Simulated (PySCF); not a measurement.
Gas-phase reaction: 2 GaNH2 + 2 H2 ⇌ Ga2H6 + 2 NH

Method: PySCF energies plus ideal-gas RRHO corrections (1 bar). † marks an energy on the PBE0/def2-TZVP geometry and frequencies; other levels use their own. MP2 freezes the core. 6-31G* has spherical d functions here. Open shells (unrestricted): NH (multiplicity 3); the rest are closed-shell singlets. B3LYP is the form with VWN-RPA correlation. Ga: all electrons, no relativistic terms. GaNH2, Ga2H6: computed as isolated molecules; such fragments, hydroxides, amides, oligomers or adducts are transient or little studied in the gas. MP2 isn't extrapolated to the basis-set limit; its ΔH°(298 K) is 641.4 kJ in def2-SVP and 694.6 kJ in def2-TZVPP. The harmonic model lacks anharmonicity and excited electronic states, which grow with temperature; levels with a mode under 35 cm⁻¹ are left out.

| level | ΔE electronic, kJ | ΔH°(298 K), kJ | ΔS°(298 K), J/K | ΔG°(800 K), kJ |
|---|---|---|---|---|
| B3LYP/6-31G* | 725 | 692 | -104 | 776 |
| B3LYP/def2-TZVP† | 736 | 706 | -104 | 791 |
| BLYP/def2-TZVP† | 781 | 752 | -104 | 837 |
| HF/def2-TZVP† | 382 | 352 | -104 | 437 |
| M06-2X/def2-TZVP† | 741 | 712 | -104 | 796 |
| MP2/def2-TZVPP† | 724 | 695 | -104 | 779 |
| PBE/def2-SVP | 738 | 710 | -105 | 795 |
| PBE0/def2-QZVP† | 691 | 662 | -104 | 747 |
| PBE0/def2-TZVP | 685 | 655 | -104 | 740 |
| ωB97M-V/def2-TZVP† | 717 | 688 | -104 | 773 |
| ωB97X-V/def2-TZVP† | 686 | 657 | -104 | 742 |
ΔH° is lowest at HF/def2-TZVP† and highest at BLYP/def2-TZVP†. No reference value is set beside these.
